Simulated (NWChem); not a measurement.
# SiF2 cation, doublet

```xyz
3

F      1.3737     0.0000    -0.3455
Si     0.0000     0.0000     0.4442
F     -1.3737     0.0000    -0.3455
```
Atoms are numbered in this order, from 1.

In the optimisation the excess spin sits in a1 (C2v, its own frame). Structure relaxed at the PBE-D3(BJ)/def2-SVP, spin-unrestricted level. No stability test was run on the SCF state.

Symmetry labels are those of C2v in the frame above (b1 and b2, or b-type labels, depend on it).

Problem. List the 6 lowest vertical excitations from LRC-wPBEh/6-31+G* (spherical d), spin-unrestricted, TDA (NWChem).

Solution. 
```csv
state,energy (eV),oscillator strength,symmetry of the excitation,<S²>
state 1,5.04,0.056,b2,0.76
state 2,5.19,0.000,b1,0.79
state 3,5.41,0.000,a2,0.80
state 4,6.06,0.017,a1,0.80
state 5,6.10,0.037,b2,0.80
state 6,7.10,0.016,b1,0.91
```
